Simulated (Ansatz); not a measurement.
These are PBE0-D3(BJ)/def2-SVP in Ansatz (a quantum-chemistry and plane-wave program) values and carry that method's errors. No frequencies were computed at this level.

Ansatz 0.2 input:
```yaml
crystal:
  periodic: [false, false, false]
  atoms:
    - { symbol: B, position_ang: [-2.406236, -0.055298, -0.175858] }
    - { symbol: C, position_ang: [-0.907006, -0.174382, 0.058514] }
    - { symbol: C, position_ang: [0.150115, 0.563041, -0.452101] }
    - { symbol: C, position_ang: [1.329974, 0.030086, 0.095477] }
    - { symbol: S, position_ang: [2.988467, 0.540085, -0.172497] }
    - { symbol: C, position_ang: [0.927608, -1.003138, 0.909005] }
    - { symbol: O, position_ang: [-0.393516, -1.126955, 0.889581] }
    - { symbol: H, position_ang: [-3.135238, -0.787648, 0.364625] }
    - { symbol: H, position_ang: [-2.796167, 0.774116, -0.89778] }
    - { symbol: H, position_ang: [0.074543, 1.384805, -1.135706] }
    - { symbol: H, position_ang: [2.669324, 1.53338, -0.999833] }
    - { symbol: H, position_ang: [1.498135, -1.678091, 1.516571] }
basis:
  gaussian: { orbitals: def2-svp }
hamiltonian:
  xc: pbe0
  dispersion: d3bj
relax:
  max_steps: 150
```

Output:

```
[...]
mean field evaluation 96: about -17766.5509 eV, gradient 4.1e-4 eV
mean field -17766.55089174 eV, -652.9087026708 hartree, gradient 1.5e-5 eV, S^2 0.000000; 0 other end points of the search recorded, 0 dependent functions left out
reference -17766.55092007 eV, -652.9087037117 hartree; 29, 29 occupied and 98, 98 virtual orbitals, 1428 factors
relax step  13: F+E_penalty+E_count = -17766.82173371 eV  Δ(F+E_penalty+E_count) = -3.026e-3 eV  max|allowed force component| = 7.225e-2 eV/Å  Δτ_max = 0.0731 Å  (31 SCF iters, accepted)
these checks for a lower state are left out or cut short: starts, cluster_reference, orbital_swaps, neighbouring_geometries, increment
1428 factors; integrals over basis functions are off by at most 3.3e-4 eV
mean field -17766.55371227 eV, -652.9088063234 hartree, gradient 1.5e-5 eV, S^2 0.000000; 0 other end points of the search recorded, 0 dependent functions left out
reference -17766.55374063 eV, -652.9088073653 hartree; 29, 29 occupied and 98, 98 virtual orbitals, 1428 factors
relax step  14: F+E_penalty+E_count = -17766.82450690 eV  Δ(F+E_penalty+E_count) = -2.773e-3 eV  max|allowed force component| = 1.951e-1 eV/Å  Δτ_max = 0.0747 Å  (31 SCF iters, accepted)
these checks for a lower state are left out or cut short: starts, cluster_reference, orbital_swaps, neighbouring_geometries, increment
1428 factors; integrals over basis functions are off by at most 3.3e-4 eV
mean field -17766.55261747 eV, -652.9087660902 hartree, gradient 2.3e-5 eV, S^2 0.000000; 0 other end points of the search recorded, 0 dependent functions left out
reference -17766.55264576 eV, -652.9087671299 hartree; 29, 29 occupied and 98, 98 virtual orbitals, 1428 factors
relax step  15: F+E_penalty+E_count = -17766.82330890 eV  Δ(F+E_penalty+E_count) = +1.198e-3 eV  max|allowed force component| = 5.534e-1 eV/Å  Δτ_max = 0.1104 Å  (31 SCF iters, rejected (line search))
these checks for a lower state are left out or cut short: starts, cluster_reference, orbital_swaps, neighbouring_geometries, increment
1428 factors; integrals over basis functions are off by at most 3.3e-4 eV
mean field -17766.55671710 eV, -652.9089167486 hartree, gradient 1.2e-5 eV, S^2 0.000000; 0 other end points of the search recorded, 0 dependent functions left out
reference -17766.55674543 eV, -652.9089177897 hartree; 29, 29 occupied and 98, 98 virtual orbitals, 1428 factors
relax step  16: F+E_penalty+E_count = -17766.82746169 eV  Δ(F+E_penalty+E_count) = -2.955e-3 eV  max|allowed force component| = 1.374e-1 eV/Å  Δτ_max = 0.0552 Å  (31 SCF iters, accepted)
these checks for a lower state are left out or cut short: starts, cluster_reference, orbital_swaps, neighbouring_geometries, increment
1428 factors; integrals over basis functions are off by at most 3.3e-4 eV
mean field -17766.55971112 eV, -652.9090267770 hartree, gradient 1.1e-5 eV, S^2 0.000000; 0 other end points of the search recorded, 0 dependent functions left out
reference -17766.55973945 eV, -652.9090278182 hartree; 29, 29 occupied and 98, 98 virtual orbitals, 1428 factors
relax step  17: F+E_penalty+E_count = -17766.83040505 eV  Δ(F+E_penalty+E_count) = -2.943e-3 eV  max|allowed force component| = 8.523e-2 eV/Å  Δτ_max = 0.0548 Å  (32 SCF iters, accepted)
these checks for a lower state are left out or cut short: starts, cluster_reference, orbital_swaps, neighbouring_geometries, increment
1428 factors; integrals over basis functions are off by at most 3.3e-4 eV
mean field evaluation 128: about -17766.5041 eV, gradient 4.6e-2 eV
mean field -17766.56443124 eV, -652.9092002381 hartree, gradient 1.6e-5 eV, S^2 0.000000; 0 other end points of the search recorded, 0 dependent functions left out
reference -17766.56445961 eV, -652.9092012808 hartree; 29, 29 occupied and 98, 98 virtual orbitals, 1428 factors
relax step  18: F+E_penalty+E_count = -17766.83505747 eV  Δ(F+E_penalty+E_count) = -4.652e-3 eV  max|allowed force component| = 7.245e-2 eV/Å  Δτ_max = 0.0844 Å  (30 SCF iters, accepted)
these checks for a lower state are left out or cut short: starts, cluster_reference, orbital_swaps, neighbouring_geometries, increment
1428 factors; integrals over basis functions are off by at most 3.3e-4 eV
mean field -17766.56725387 eV, -652.9093039678 hartree, gradient 2.5e-5 eV, S^2 0.000000; 0 other end points of the search recorded, 0 dependent functions left out
reference -17766.56728228 eV, -652.9093050118 hartree; 29, 29 occupied and 98, 98 virtual orbitals, 1428 factors
relax step  19: F+E_penalty+E_count = -17766.83776233 eV  Δ(F+E_penalty+E_count) = -2.705e-3 eV  max|allowed force component| = 3.966e-1 eV/Å  Δτ_max = 0.1208 Å  (31 SCF iters, accepted)
these checks for a lower state are left out or cut short: starts, cluster_reference, orbital_swaps, neighbouring_geometries, increment
1428 factors; integrals over basis functions are off by at most 3.3e-4 eV
mean field -17766.57617319 eV, -652.9096317470 hartree, gradient 1.3e-5 eV, S^2 0.000000; 0 other end points of the search recorded, 0 dependent functions left out
reference -17766.57620174 eV, -652.9096327962 hartree; 29, 29 occupied and 98, 98 virtual orbitals, 1428 factors
relax step  20: F+E_penalty+E_count = -17766.84667514 eV  Δ(F+E_penalty+E_count) = -8.913e-3 eV  max|allowed force component| = 3.941e-2 eV/Å  Δτ_max = 0.1898 Å  (32 SCF iters, accepted)
these checks for a lower state are left out or cut short: starts, cluster_reference, orbital_swaps, neighbouring_geometries, increment
1428 factors; integrals over basis functions are off by at most 3.4e-4 eV
mean field -17766.52988496 eV, -652.9079306860 hartree, gradient 1.1e-5 eV, S^2 0.000000; 0 other end points of the search recorded, 0 dependent functions left out
reference -17766.52991359 eV, -652.9079317378 hartree; 29, 29 occupied and 98, 98 virtual orbitals, 1428 factors
relax step  21: F+E_penalty+E_count = -17766.79782962 eV  Δ(F+E_penalty+E_count) = +4.885e-2 eV  max|allowed force component| = 2.043e0 eV/Å  Δτ_max = 0.0394 Å  (32 SCF iters, rejected (line search))
these checks for a lower state are left out or cut short: starts, cluster_reference, orbital_swaps, neighbouring_geometries, increment
1428 factors; integrals over basis functions are off by at most 3.3e-4 eV
mean field evaluation 160: about -17766.5769 eV, gradient 1.9e-5 eV
mean field -17766.57686557 eV, -652.9096571914 hartree, gradient 1.9e-5 eV, S^2 0.000000; 0 other end points of the search recorded, 0 dependent functions left out
reference -17766.57689415 eV, -652.9096582415 hartree; 29, 29 occupied and 98, 98 virtual orbitals, 1428 factors
relax step  22: F+E_penalty+E_count = -17766.84723292 eV  Δ(F+E_penalty+E_count) = -5.578e-4 eV  max|allowed force component| = 2.905e-2 eV/Å  Δτ_max = 0.0192 Å  (26 SCF iters, accepted)
these checks for a lower state are left out or cut short: starts, cluster_reference, orbital_swaps, neighbouring_geometries, increment
1428 factors; integrals over basis functions are off by at most 3.3e-4 eV
mean field -17766.57833379 eV, -652.9097111475 hartree, gradient 1.4e-5 eV, S^2 0.000000; 0 other end points of the search recorded, 0 dependent functions left out
reference -17766.57836240 eV, -652.9097121990 hartree; 29, 29 occupied and 98, 98 virtual orbitals, 1428 factors
relax step  23: F+E_penalty+E_count = -17766.84862454 eV  Δ(F+E_penalty+E_count) = -1.392e-3 eV  max|allowed force component| = 2.584e-2 eV/Å  Δτ_max = 0.0903 Å  (31 SCF iters, accepted)
these checks for a lower state are left out or cut short: starts, cluster_reference, orbital_swaps, neighbouring_geometries, increment
1428 factors; integrals over basis functions are off by at most 3.4e-4 eV
mean field -17766.57750138 eV, -652.9096805571 hartree, gradient 1.8e-5 eV, S^2 0.000000; 0 other end points of the search recorded, 0 dependent functions left out
reference -17766.57753006 eV, -652.9096816109 hartree; 29, 29 occupied and 98, 98 virtual orbitals, 1428 factors
relax step  24: F+E_penalty+E_count = -17766.84769004 eV  Δ(F+E_penalty+E_count) = +9.345e-4 eV  max|allowed force component| = 2.357e-1 eV/Å  Δτ_max = 0.1068 Å  (31 SCF iters, rejected (line search))
these checks for a lower state are left out or cut short: starts, cluster_reference, orbital_swaps, neighbouring_geometries, increment
1428 factors; integrals over basis functions are off by at most 3.3e-4 eV
mean field -17766.57873226 eV, -652.9097257909 hartree, gradient 1.1e-5 eV, S^2 0.000000; 0 other end points of the search recorded, 0 dependent functions left out
reference -17766.57876090 eV, -652.9097268435 hartree; 29, 29 occupied and 98, 98 virtual orbitals, 1428 factors
relax step  25: F+E_penalty+E_count = -17766.84895670 eV  Δ(F+E_penalty+E_count) = -3.322e-4 eV  max|allowed force component| = 1.822e-2 eV/Å  Δτ_max = 0.0384 Å  (32 SCF iters, accepted)
these checks for a lower state are left out or cut short: starts, cluster_reference, orbital_swaps, neighbouring_geometries, increment
1428 factors; integrals over basis functions are off by at most 3.3e-4 eV
mean field -17766.57867681 eV, -652.9097237533 hartree, gradient 1.1e-5 eV, S^2 0.000000; 0 other end points of the search recorded, 0 dependent functions left out
reference -17766.57870549 eV, -652.9097248072 hartree; 29, 29 occupied and 98, 98 virtual orbitals, 1428 factors
relax step  26: F+E_penalty+E_count = -17766.84885309 eV  Δ(F+E_penalty+E_count) = +1.036e-4 eV  max|allowed force component| = 6.566e-2 eV/Å  Δτ_max = 0.0482 Å  (32 SCF iters, rejected (line search))
these checks for a lower state are left out or cut short: starts, cluster_reference, orbital_swaps, neighbouring_geometries, increment
1428 factors; integrals over basis functions are off by at most 3.3e-4 eV
mean field evaluation 192: about -17766.5788 eV, gradient 1.2e-4 eV
mean field -17766.57882903 eV, -652.9097293473 hartree, gradient 1.0e-5 eV, S^2 0.000000; 0 other end points of the search recorded, 0 dependent functions left out
reference -17766.57885769 eV, -652.9097304005 hartree; 29, 29 occupied and 98, 98 virtual orbitals, 1428 factors
relax step  27: F+E_penalty+E_count = -17766.84903343 eV  Δ(F+E_penalty+E_count) = -7.673e-5 eV  max|allowed force component| = 1.836e-2 eV/Å  Δτ_max = 0.0235 Å  (32 SCF iters, accepted)
these checks for a lower state are left out or cut short: starts, cluster_reference, orbital_swaps, neighbouring_geometries, increment
1428 factors; integrals over basis functions are off by at most 3.3e-4 eV
mean field -17766.57888262 eV, -652.9097313166 hartree, gradient 1.2e-5 eV, S^2 0.000000; 0 other end points of the search recorded, 0 dependent functions left out
reference -17766.57891130 eV, -652.9097323704 hartree; 29, 29 occupied and 98, 98 virtual orbitals, 1428 factors
relax step  28: F+E_penalty+E_count = -17766.84907585 eV  Δ(F+E_penalty+E_count) = -4.241e-5 eV  max|allowed force component| = 2.150e-2 eV/Å  Δτ_max = 0.0188 Å  (27 SCF iters, accepted)
these checks for a lower state are left out or cut short: starts, cluster_reference, orbital_swaps, neighbouring_geometries, increment
1428 factors; integrals over basis functions are off by at most 3.3e-4 eV
mean field -17766.57888523 eV, -652.9097314125 hartree, gradient 7.8e-6 eV, S^2 0.000000; 0 other end points of the search recorded, 0 dependent functions left out
reference -17766.57891391 eV, -652.9097324664 hartree; 29, 29 occupied and 98, 98 virtual orbitals, 1428 factors
relax step  29: F+E_penalty+E_count = -17766.84908474 eV  Δ(F+E_penalty+E_count) = -8.891e-6 eV  max|allowed force component| = 1.252e-2 eV/Å  Δτ_max = 0.0015 Å  (25 SCF iters, accepted)
these checks for a lower state are left out or cut short: starts, cluster_reference, orbital_swaps, neighbouring_geometries, increment
1428 factors; integrals over basis functions are off by at most 3.3e-4 eV
mean field -17766.57890048 eV, -652.9097319728 hartree, gradient 4.0e-5 eV, S^2 0.000000; 0 other end points of the search recorded, 0 dependent functions left out
reference -17766.57892915 eV, -652.9097330266 hartree; 29, 29 occupied and 98, 98 virtual orbitals, 1428 factors
relax step  30: F+E_penalty+E_count = -17766.84909777 eV  Δ(F+E_penalty+E_count) = -1.303e-5 eV  max|allowed force component| = 7.395e-3 eV/Å  Δτ_max = 0.0007 Å  (22 SCF iters, accepted)
1428 factors; integrals over basis functions are off by at most 3.3e-4 eV
mean field evaluation 224: about -17766.5789 eV, gradient 2.9e-3 eV
mean field -17766.57890048 eV, -652.9097319728 hartree, gradient 4.0e-5 eV, S^2 0.000000; 1 other end points of the search recorded, 0 dependent functions left out
reference -17766.57892915 eV, -652.9097330266 hartree; 29, 29 occupied and 98, 98 virtual orbitals, 1428 factors
Total energy: -17766.84912645 eV, -652.9196625940 hartree
Atom 0 at    -2.446069    -0.072258    -0.112843 Å, force     0.000620     0.000254    -0.000221 eV/Å
Atom 1 at    -0.939010    -0.161148     0.019610 Å, force    -0.001359     0.002609    -0.001415 eV/Å
Atom 2 at     0.089588     0.484105    -0.644872 Å, force     0.000096    -0.001159    -0.000081 eV/Å
Atom 3 at     1.312390     0.011787    -0.105243 Å, force    -0.000565    -0.001621     0.001617 eV/Å
Atom 4 at     2.963598     0.387153    -0.590152 Å, force     0.000259     0.007395     0.001622 eV/Å
Atom 5 at     0.946777    -0.907399     0.854999 Å, force    -0.002583     0.000717     0.000328 eV/Å
Atom 6 at    -0.368175    -1.021190     0.934715 Å, force     0.002490    -0.001474     0.000896 eV/Å
Atom 7 at    -3.166074    -0.750223     0.577319 Å, force     0.000365     0.000242    -0.000218 eV/Å
Atom 8 at    -2.904158     0.693767    -0.925586 Å, force    -0.000201    -0.000480     0.000299 eV/Å
Atom 9 at    -0.032881     1.218458    -1.438794 Å, force     0.000214     0.000190    -0.000169 eV/Å
Atom 10 at     2.997612     1.643137    -0.089615 Å, force    -0.000077    -0.006499    -0.002341 eV/Å
Atom 11 at     1.546404    -1.526188     1.520462 Å, force     0.000740    -0.000174    -0.000318 eV/Å
Dipole moment:     0.251870     0.173198     0.100042 e Å
```

Cost: roughly 4 core-minutes.
